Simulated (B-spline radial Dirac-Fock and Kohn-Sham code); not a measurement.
## Photoemission from W²⁺ at 6260 eV, detector at θ = 45°, φ = 0°

System: tungsten as W²⁺ in the configuration [Xe] 4f14 5d4. Method: Dirac-Hartree-Slater photoionisation with a Latter tail; cross sections with all multipoles, angular parameters from the dipole term and its interference with E2. Computed with a radial B-spline solver. Thresholds are orbital energies of the model. For linearly polarised light dσ/dΩ = σ/(4π) [1 + β P₂(cos θ) + (δ + γ cos²θ) sin θ cos φ], with θ from the polarisation vector and φ the angle between the beam and the projection of the electron momentum on the plane normal to the polarisation. The dipole factor is 1 + βP₂ and the non-dipole term is the rest of the bracket. Open shells are filled statistically over j.

```
subshell  threshold (eV)  σ (kb)     β      γ       δ  dipole factor  non-dipole term  dσ/dΩ (kb/sr)
      3s          2813.9    8.45  1.94   0.06  -0.002          1.486           +0.021           1.01
   3p1/2          2585.3    11.5  1.60   0.05   0.001          1.399           +0.017           1.29
   3p3/2          2288.0    21.3  1.68   0.08   0.016          1.420           +0.038           2.47
   3d3/2          1897.8    14.8  1.27   0.80   0.117          1.318           +0.364           1.98
   3d5/2          1832.7    19.9  1.20   0.83   0.123          1.299           +0.382           2.67
      4s           601.8    2.32  1.95  -0.12  -0.002          1.487           -0.044          0.266
   4p1/2           505.7    2.69  1.64   0.21  -0.002          1.411           +0.073          0.318
   4p3/2           436.4    4.80  1.73   0.26   0.013          1.433           +0.102          0.586
   4d3/2           276.8    2.70  1.29   0.96   0.102          1.323           +0.411          0.372
   4d5/2           263.9    3.61  1.19   0.97   0.113          1.297           +0.422          0.493
   4f5/2           62.20   0.299  0.80   1.25   0.312          1.200           +0.662         0.0443
   4f7/2           59.79   0.368  0.78   1.24   0.320          1.194           +0.664         0.0545
      5s           101.9   0.429  1.95  -0.14  -0.002          1.487           -0.049         0.0491
   5p1/2           72.79   0.415  1.65   0.25  -0.003          1.412           +0.086         0.0495
   5p3/2           62.34   0.705  1.74   0.30   0.013          1.435           +0.114         0.0869
   5d3/2           24.51  0.0799  1.29   0.98   0.100          1.323           +0.417         0.0111
   5d5/2           23.56   0.104  1.18   0.99   0.111          1.295           +0.427         0.0142
```
